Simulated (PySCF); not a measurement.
Job file and geometry (Å, from PBE0-D3(BJ)/def2-SVP) of an NMR shielding run on `C(C)[C@@H](C)[Si@H](O)NC`, C5H15NOSi, PySCF, GIAO PBE0/pcSseg-1 NMR shielding, non-relativistic, gas phase; density fitting, a coarse starting grid and PySCF grid level 2 are the driver's defaults:

```
$ OMP_NUM_THREADS=1 python probes_run.py task.json out

{"job": {"kind": "nmr", "xc": "PBE0", "basis": "pcSseg-1"}, "charge": 0, "multiplicity": 1}
C     -2.833548     0.626847    -0.701410
C     -1.344614     0.337950    -0.837065
C     -0.721125    -0.400981     0.355111
C     -1.335360    -1.780099     0.600263
Si     1.148074    -0.554920     0.158151
O      1.848066    -1.504449     1.345381
N      1.797905     1.044109     0.199986
C      3.163187     1.393989    -0.107846
H     -3.426777    -0.297633    -0.637316
H     -3.042483     1.217415     0.205786
H     -3.209241     1.197422    -1.564953
H     -0.811472     1.291468    -0.998567
H     -1.168116    -0.251341    -1.755475
H     -0.880921     0.216289     1.262705
H     -1.248580    -2.415803    -0.297093
H     -0.820775    -2.304785     1.419010
H     -2.404269    -1.720826     0.859860
H      1.486013    -1.309258    -1.086460
H      1.912703    -1.079480     2.206275
H      1.152353     1.824529     0.188821
H      3.309154     1.745349    -1.147207
H      3.813645     0.516511     0.031021
H      3.548920     2.179707     0.564761
```

Problem. Write the output of this run.

Solution. 
```
coarse grid: 18504 points
cycle   1  E = -618.3506487774  dE =  5.750e-01  |g| = 8.240e-01  |ddm| = 4.061e+00
cycle   2  E = -618.2248277119  dE =  1.258e-01  |g| = 1.165e+00  |ddm| = 1.632e+00
cycle   3  E = -618.4859816956  dE = -2.612e-01  |g| = 1.113e-01  |ddm| = 1.070e+00
cycle   4  E = -618.4880976128  dE = -2.116e-03  |g| = 4.712e-02  |ddm| = 1.232e-01
cycle   5  E = -618.4885767459  dE = -4.791e-04  |g| = 9.001e-03  |ddm| = 4.528e-02
cycle   6  E = -618.4885916107  dE = -1.486e-05  |g| = 3.629e-03  |ddm| = 1.020e-02
cycle   7  E = -618.4885942970  dE = -2.686e-06  |g| = 6.132e-04  |ddm| = 2.999e-03
final grid: 170752 points
cycle   8  E = -618.5436676035  dE = -3.859e-05  |g| = 1.102e-02  |ddm| = 3.027e-02
cycle   9  E = -618.5436448433  dE =  2.276e-05  |g| = 1.509e-02  |ddm| = 2.162e-02
cycle  10  E = -618.5436960789  dE = -5.124e-05  |g| = 1.484e-03  |ddm| = 1.281e-02
cycle  11  E = -618.5436964948  dE = -4.159e-07  |g| = 2.393e-04  |ddm| = 1.180e-03
cycle  12  E = -618.5436965053  dE = -1.055e-08  |g| = 6.860e-05  |ddm| = 2.518e-04
cycle  13  E = -618.5436965063  dE = -9.732e-10  |g| = 2.285e-05  |ddm| = 8.487e-05
converged SCF energy = -618.5436965063

GIAO shielding tensors (ppm)
atom      isotropic    diamagn.    paramagn.     s11        s22        s33       span
  0 C      170.034     245.790     -75.756    153.086    171.521    185.495     32.409
  1 C      158.568     250.203     -91.635    151.667    154.508    169.529     17.862
  2 C      161.601     257.849     -96.249    153.086    160.657    171.060     17.974
  3 C      171.857     247.556     -75.698    158.326    171.947    185.299     26.973
  4 Si     361.483     883.124    -521.641    331.229    368.627    384.592     53.363
  5 O      288.851     390.554    -101.703    239.475    289.022    338.055     98.580
  6 N      231.477     330.262     -98.785    207.010    223.016    264.405     57.395
  7 C      154.622     237.449     -82.827    129.076    147.830    186.959     57.883
  8 H       29.986      29.681       0.305     24.829     29.612     35.518     10.689
  9 H       30.789      30.160       0.629     26.636     28.682     37.049     10.413
 10 H       30.190      28.081       2.109     25.479     27.420     37.672     12.194
 11 H       30.198      35.349      -5.151     23.249     31.868     35.477     12.228
 12 H       30.321      33.731      -3.410     25.556     30.324     35.082      9.526
 13 H       31.250      37.155      -5.905     28.875     29.680     35.194      6.319
 14 H       30.870      31.143      -0.273     27.257     28.010     37.344     10.087
 15 H       29.923      30.718      -0.795     24.346     29.250     36.174     11.829
 16 H       29.970      30.888      -0.919     24.577     28.951     36.381     11.804
 17 H       26.852      32.093      -5.241     24.210     24.986     31.360      7.150
 18 H       30.935      33.122      -2.186     23.826     25.472     43.508     19.683
 19 H       31.149      38.141      -6.992     21.660     32.451     39.336     17.675
 20 H       28.570      26.591       1.979     22.847     26.552     36.310     13.463
 21 H       28.601      26.595       2.006     23.917     27.294     34.591     10.675
 22 H       28.680      25.725       2.955     23.363     26.350     36.328     12.965
```

Size and cost of the density-fitted run: 218 basis functions, 100 s wall time on 1 thread of an Arm Neoverse N1, shared host; peak memory 1 GiB.
